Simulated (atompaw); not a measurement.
**Tc: one change to a PAW (atompaw) potential, before and after**

atompaw 4.2.0.5 input, output lines left out:

```
Tc 43
GGA-PBE scalarrelativistic loggrid 1500 logderivrange -5 5 251
5 5 4 0 0 0
5 0 1
5 1 0
4 2 6
0 0 0
c
c
c
c
v
c
c
v
v
c
v
2
2.45 2.15 2.25 1.50
y
0.35
n
n
y
0.05
n
custom polynom2 7 10 vanderbiltortho besselshape
3 0 troulliermartins
2.45
2.45
1.40
2.45
1.35
1.35
```

All-electron outer shells of the reference configuration (PBE, scalar-relativistic, ld1.x):

| shell | level (eV) | outermost node (bohr) | outermost maximum (bohr) |
| --- | --- | --- | --- |
| 3d | -246.58 | – | 0.31 |
| 4s | -70.33 | 0.50 | 0.95 |
| 4p | -42.44 | 0.51 | 1.03 |
| 4d | -4.47 | 0.50 | 1.29 |
| 5s | -4.17 | 1.29 | 2.83 |
| 5p | -0.98 | 1.47 | 4.01 |

Change: augmentation besselshape compensation charge, radius 2.15 bohr; PAW radius 2.45 bohr; waves and projectors: custom rrkj vanderbiltortho.

Cutoffs: the cutoffs (Ry, on a coarse ladder) from which the occupation-weighted sum of valence levels, in a spherical-Bessel basis at the reference potential, stays within 10 and 1 mRy of its value at 400 Ry; they do not see the model core or the augmentation charge, which bear on the density cutoff.

Q: What does the change do?

A: Both files keep a bound ghost (s); the range in which the p phases agree widens (upper end 0.8 → at the end of the scan); the range in which the d phases agree widens (upper end 3.2 → at the end of the scan).

| quantity | base | changed |
| --- | --- | --- |
| cutoff, loose | 200 Ry | 55 Ry |
| cutoff, tight | over 300 Ry | 100 Ry |
| loose cutoff by channel (10 mRy a level) | s 6 Ry, p 25 Ry, d 30 Ry | s 6 Ry, p 35 Ry, d 40 Ry |
| bound ghosts | s | s |
| s: phases at 2.45 bohr within 0.05 rad from the reference energy up to (Ry; the scan ends near 5) | 4.8 | 4.4 |
| p: phases at 2.45 bohr within 0.05 rad from the reference energy up to (Ry; the scan ends near 5) | 0.8 | to the end of the scan |
| d: phases at 2.45 bohr within 0.05 rad from the reference energy up to (Ry; the scan ends near 5) | 3.2 | to the end of the scan |
| lowest overlap eigenvalue by channel | s 0.26, p 0.47, d 0.89 | s 0.53, p 0.41, d 0.72 |

 A true bound ghost makes a file unfit for plane-wave use even where its test errors are small: the radial tests pick states by their node count and pass the ghost by. The cutoffs see the waves, projectors and local potential, not the compensation charge or the core.
